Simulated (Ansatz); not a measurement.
Geometry optimisation, Ansatz, RKS PBE0-D4/def2-mTZVP.

The input (input.yaml):

```yaml
crystal:
  periodic: [false, false, false]
  atoms:
    - { symbol: Ge, position_ang: [0.0, 0.0, 0.0] }
    - { symbol: H, position_ang: [0.0, 0.0, 1.55] }
    - { symbol: F, position_ang: [1.5842, 0.0, -0.5594] }
    - { symbol: F, position_ang: [-0.7913, 1.3709, -0.5594] }
    - { symbol: H, position_ang: [-0.73, -1.2648, -0.5162] }
basis:
  gaussian: { orbitals: def2-mTZVP }
hamiltonian:
  xc: pbe0
  dispersion: d4
relax:
  f_tol: 0.02
  max_steps: 40
```

Command:

```bash
$ ansatz run input.yaml --threads 1 --pin off --max-ram 2048MiB --backend cpu --events-out ev --progress --plain --runs-dir out
```

Where does it end, and by what steps?

It converged. After 4 steps the energy has fallen by 0.133 eV; Ge1 moved furthest, 0.08 Å.

```csv
step,energy less start (eV),largest force component (eV/Å),accepted
0,0.0000,2.118,yes
1,-0.1072,0.852,yes
2,-0.1235,0.288,yes
3,-0.1332,0.021,yes
4,-0.1333,0.005,yes
```

```xyz
5
Properties=species:S:1:pos:R:3
Ge -0.033 -0.057 0.047
H 0.032 0.055 1.569
F 1.585 -0.001 -0.559
F -0.793 1.372 -0.560
H -0.729 -1.263 -0.582
```

Whether the end is a true minimum wasn't checked by a vibrational analysis.

Time of the run: 13 s on 1 thread of AMD EPYC 7R43 64-Core Processor (Zen 3), on a shared host, peak memory 0.17 GiB.
